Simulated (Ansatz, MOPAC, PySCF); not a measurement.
Energy landscape of F2Mg, singlet: symmetric bend, bond length relaxed. Scanned: F-Mg-F angle. Other coordinates (Mg-F bond length) were minimised at B3LYP/def2-TZVP.

Levels of theory: PM6, restricted, heats of formation (MOPAC); RKS-PBE/cc-pVTZ = restricted PBE/cc-pVTZ in Ansatz (a quantum-chemistry and plane-wave program); CCSD(T) on RHF/cc-pVTZ, 3 core orbitals frozen (PySCF).

Energies relative to the lowest point of each profile, in kcal/mol:

```csv
a / °,PM6,RKS-PBE/cc-pVTZ
180,0.0,0.0
170,0.4,0.4
160,1.4,1.4
150,3.2,3.2
140,5.6,5.8
130,8.9,9.3
120,12.8,13.7
110,17.4,19.3
100,22.9,26.6
90,29.2,36.2
80,35.6,49.4
```

### Question
Estimate the CCSD(T) values at these points.

### Answer
180: 0.0; 170: 0.4; 160: 1.7; 150: 3.8; 140: 6.7; 130: 10.4; 120: 15.2; 110: 21.3; 100: 29.3; 90: 40.0; 80: 54.9 (kcal/mol).
